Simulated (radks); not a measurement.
Values are calculated unless marked as measured or tabulated.
Ionisation of Pr2+, [Xe] 4f3, to Pr3+, [Xe] 4f2, under several functionals. Dirac Kohn-Sham, spin-unpolarised, spherical densities, finite nucleus; open shells fill j = l - 1/2 first; a radial shooting solver on a logarithmic mesh with Libxc functionals.

functional,E(Pr2+) (hartree),Exc (hartree),IE (eV),-e(HOMO) (eV),<r> HOMO (bohr),IE error (eV)
BLYP,-9242.3216,-217.1601,21.499,13.795,1.145,-0.125
PW91,-9242.7199,-217.5767,21.754,14.022,1.140,+0.130
"LDA (Slater exchange, Perdew-Wang correlation)",-9234.8162,-209.5855,21.973,14.213,1.135,+0.350

NIST Atomic Spectra Database: 21.624 eV (measured). Closest: BLYP. The Delta-SCF values span 0.47 eV, the total energies 7.90 hartree. The highest occupied level is 4f5/2. Spin polarisation and multiplet splitting are left out, so open shells lie too high by an amount that depends on their filling.

Beside tabulated values, note that spin-unpolarised runs miss the spin-polarisation part of the exchange energy of open shells.
